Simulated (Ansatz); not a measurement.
The same substitution along the group B, Al, Ga, In.

Calculated with Ansatz (gas phase, PBE0-D4/def2-TZVP geometries, no zero-point term in ΔE). CBS: MP2 limit from def2 TZ/QZ plus the TZ coupled-cluster correction, frozen cores. This one scheme is used for every species. def2 core potentials past Kr. For Ga, In outer-core shells are correlated without core-valence functions, which leaves a few kJ/mol of doubt a bond. Scalar relativity is left out up to krypton. Each species was taken in one conformer, which may not be the lowest.

| reaction | MP2/CBS(def2) (kcal/mol) | CCSD(T)/CBS(def2) (kcal/mol) |
| --- | --- | --- |
| `BSC` + `OC1N[SiH2]1` → `CN1[SiH2]C1O` + `BS` | 3.5 | 3.3 |
| `C[S][AlH2]` + `OC1N[SiH2]1` → `CN1[SiH2]C1O` + `[AlH2][SH]` | -0.2 | -0.3 |
| `C[S][GaH2]` + `OC1N[SiH2]1` → `CN1[SiH2]C1O` + `[SH][GaH2]` | 0.6 | 0.4 |
| `C[S][InH2]` + `OC1N[SiH2]1` → `CN1[SiH2]C1O` + `[SH][InH2]` | -0.2 | -0.5 |

Largest T1 diagnostic: 0.015, for `BS`.
